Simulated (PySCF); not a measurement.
# One molecule, several mistakes: BH6OSi2

These are calculations, not measurements. The program is PySCF 2.14.0, an open-source quantum chemistry code, run on an isolated molecule that a program drew, which may never have been made. The molecule is BH6OSi2 (charge 0, doublet), drawn as the SMILES string `BO[SiH2][SiH2]`.

Each row is a Hartree-Fock (HF) and frozen-core CCSD(T) single point in the cc-pV(D+d)Z basis, meant for a local HF minimum. Run 1 is clean. Each other run has one planted mistake out of seven kinds, and not every kind appears here: one electron removed, one electron added, multiplicity raised by two, geometry at a saddle point, minimal basis STO-3G, one bond length entered in bohr, all coordinates scaled. The reference is restricted for singlets and unrestricted otherwise, and also for a bond in bohr. Adding or removing an electron swaps singlet and doublet. Electrons count all cores. HOMO and LUMO are orbital energies over both spins, the gradient is its largest component, and the lowest frequency (negative if imaginary) is given only where the gradient is small. Bond lengths are over the 9 bonds as drawn. T1 is the CCSD diagnostic: over 0.02 (restricted) or 0.045 (unrestricted) a single reference is doubtful.

Geometry of the clean run:
```xyz
10
BH6OSi2, angstrom
B     0.4107   -1.0331   -1.4063
O    -0.1532    0.1693   -1.1714
Si   -1.1279    1.2192   -2.0242
Si   -3.1552    1.4566   -0.8530
H     0.2400   -1.5907   -2.4617
H     1.0803   -1.5289   -0.5413
H    -1.3903    0.6797   -3.3777
H    -0.3907    2.4942   -2.1505
H    -2.9988    2.0295    0.5052
H    -4.1665    2.2299   -1.6150
```

```
run,electrons,basis functions,<S^2>,HOMO (eV),LUMO (eV),gradient (hartree/bohr),lowest frequency (cm^-1),mean bond (Å),longest bond (Å),T1,HF (hartree),CCSD(T) (hartree),mistake
1,47,104,0.758,-8.96,0.91,2.9e-05,43,1.5223,2.353,0.0152,-680.94994,-681.46842,no fault
2,47,104,3.779,-5.92,-2.35,3.3e-02,-,1.5223,2.353,0.0215,-680.72892,-681.25351,multiplicity raised by two
3,47,104,0.758,-8.89,1.00,5.0e-02,-,1.4325,2.214,0.0139,-680.91297,-681.42498,all coordinates scaled
4,47,104,1.424,-9.12,0.76,8.4e-03,-,1.6684,2.793,0.0363,-680.84645,-681.35674,?
5,47,34,0.754,-6.42,6.10,4.3e-02,-,1.5223,2.353,0.0179,-672.93813,-673.14275,?
```

**Which mistake was planted in run 4, and what did it cost?**

The mean bond changes by a factor of 1.096 and the longest by 1.187, so the molecule wasn't scaled as a whole. A length L in bohr read as angstrom grows by (1/0.5292 - 1) L = 0.890 L. The 9 bonds together grew by 9 x 0.1461 = 1.315 Å, which gives L = 1.478 Å. That is the length of one of the H-Si bonds, 1.478 Å in the clean geometry. So the mistake is: one bond length entered in bohr. Subtracting run 1 and multiplying by 627.51 kcal/mol a hartree, the energy moved by 64.9 kcal/mol in HF and 70.1 kcal/mol in CCSD(T).

**Which mistake was planted in run 5, and what did it cost?**

It has 34 basis functions where the clean run has 104, with the same electrons and geometry. So the mistake is: minimal basis STO-3G. Subtracting run 1 and multiplying by 627.51 kcal/mol a hartree, the energy moved by 5027.5 kcal/mol in HF and 5224.4 kcal/mol in CCSD(T).

